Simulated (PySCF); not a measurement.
Static response to an electric field

Species: C7H6ClOP.
Cartesian coordinates in Å at the PBE0-D3(BJ)/def2-SVP level; atoms count from 1:
```xyz
16
C7H6ClOP angstrom
C     -2.665    0.098   -0.719
C     -1.763   -0.639    0.241
O     -2.199   -1.492    0.979
C     -0.276   -0.391    0.214
P      0.649   -1.885    0.255
C      2.265   -1.273    0.209
C      2.620    0.073    0.187
C      1.690    1.106    0.195
C      0.311    0.873    0.202
Cl    -0.688    2.305    0.267
H     -2.125    0.594   -1.534
H     -3.233    0.862   -0.167
H     -3.386   -0.629   -1.118
H      3.067   -2.019    0.208
H      3.681    0.343    0.171
H      2.032    2.142    0.205
```

Level: wB97X-D/def2-SVPD (PySCF), static field, nuclei fixed, core orbitals frozen in the response. The polarisability tensor in these axes (au):

```
x   147.88  -4.75   1.68
y    -4.75 139.99  -3.79
z     1.68  -3.79  78.03
```

Task: Give the principal values, the mean and the anisotropy Δα = √{½[(α1 − α2)² + (α2 − α3)² + (α1 − α3)²]}.

Result: Principal values 77.77, 137.89 and 150.25 au; mean 121.97 au = 18.07 Å³ = 20.11 × 10⁻⁴⁰ C²·m²/J; Δα = 67.16 au (55 % of the mean).

Task: What is the dipole moment, and where does it point?

Result: (2.65, 1.89, -1.72) D, 3.68 D in size, pointing from the negative to the positive side. Measured along this direction, the outermost atoms are O3 at the negative end and H15 at the positive end.

Task: What depolarisation ratio follows for Rayleigh scattering of linearly polarised light, taking the static tensor?

Result: ρ = 3Δα²/(45ᾱ² + 4Δα²) = 13530.9/(669415 + 18041.3) = 0.0197.

Task: Along which axes do the principal values lie, and how far do the nuclei extend along each?

Result: Largest value along (0.90, -0.43, 0.04), where the nuclei span 6.94 Å; middle along (0.43, 0.90, -0.04), 5.14 Å; least along (-0.02, 0.06, 1.00), 2.39 Å. The response follows the extents in order.

Task: How large is μ²/3kT at 350 K beside α?

Result: In Gaussian units μ²/3kT = 93.56 Å³ against 18.07 Å³, a ratio of 5.18; the Debye molar polarisation (4π/3)N_A(α + μ²/3kT) is 281.6 cm³/mol, leaving out the vibrational part.

Isolated species at its PBE0-D3(BJ)/def2-SVP geometry (one conformer only).
